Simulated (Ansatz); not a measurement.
A nudged elastic band was laid between two geometries of CH10AlBOSi2 (16 atoms, charge 0, multiplicity 1).

The calculation used RKS r2SCAN/STO-3G in Ansatz.

```yaml
movable_images: 5
climbing_image: yes
spring: 5.0 eV/Å²
optimiser: quadratic models (default)
start_path: IDPP
force_threshold: 0.03 eV/Å
iteration_limit: 60
end_points: relaxed
```

Image 0:

```xyz
16
Properties=species:S:1:pos:R:3
B 0.500 -2.276 -1.420
Si 0.358 -1.290 0.267
C -0.503 0.361 -0.037
Al 0.123 0.994 -1.727
Si -0.230 1.557 1.374
O -0.535 0.886 2.929
H 0.788 -1.700 -2.407
H 0.306 -3.427 -1.536
H -0.284 -2.058 1.316
H 1.723 -1.037 0.695
H -1.578 0.156 -0.113
H 1.554 1.426 -1.860
H -0.824 1.053 -2.891
H 1.156 1.970 1.432
H -1.054 2.738 1.146
H -1.521 0.622 2.876
```

Image 6:

```xyz
16
Properties=species:S:1:pos:R:3
B 0.519 -2.771 -1.004
Si 0.303 -1.527 0.496
C -0.696 0.000 0.113
Al 0.023 1.218 -1.260
Si -0.641 1.367 1.350
O -0.234 2.546 0.078
H 0.213 -2.500 -2.106
H 0.986 -3.836 -0.839
H -0.241 -2.256 1.632
H 1.639 -1.131 0.906
H -1.734 -0.284 -0.086
H 1.518 1.176 -1.433
H -0.864 1.584 -2.415
H -1.842 1.874 1.990
H 0.456 1.414 2.301
H 0.570 3.105 0.321
```

Q: What changes between the two ends?

A: Bonds formed: Al4–O6. The dihedral Al4–C3–Si5–O6 goes from -170 to 8°.

Q: What energy profile does the band end with?

A: The run converged. The highest image is number 2 of 0 to 6, 0.071 eV above the first end and 1.587 eV above the last; the last end lies 1.516 eV below the first. Neighbouring images differ by up to 1.4 eV, so the band resolves the path poorly. A vibrational analysis at the climbing image gives one clearly imaginary mode, 42i cm⁻¹: a first-order saddle point. Limits of this set-up: minimal basis.

```tsv
image	path coordinate (Å)	energy (eV)	Al4–O6 (Å)	dihedral Al4–C3–Si5–O6 (°)
0	0.00	0.000	4.70	-170
1	1.72	0.038	4.53	-136
2	3.44	0.071	4.20	-102
3	5.12	0.048	3.82	-68
4	6.81	-0.025	2.65	-39
5	8.49	-1.443	1.92	-13
6	10.18	-1.516	1.90	8
```

Q: What is the geometry of the highest image?

A: 
```xyz
16
Properties=species:S:1:pos:R:3
B 0.027 -2.474 -1.231
Si -0.009 -1.281 0.320
C -0.487 0.462 -0.210
Al 0.607 0.995 -1.680
Si -0.407 1.688 1.220
O 0.598 1.177 2.518
H 0.539 -2.120 -2.229
H -0.447 -3.548 -1.243
H -0.863 -1.770 1.386
H 1.341 -1.258 0.855
H -1.534 0.424 -0.533
H 2.099 0.993 -1.514
H -0.034 1.426 -2.969
H 0.193 2.942 0.805
H -1.762 1.971 1.675
H 0.115 0.350 2.874
```

The run took 6.3 min on 1 CPU thread of a shared host.
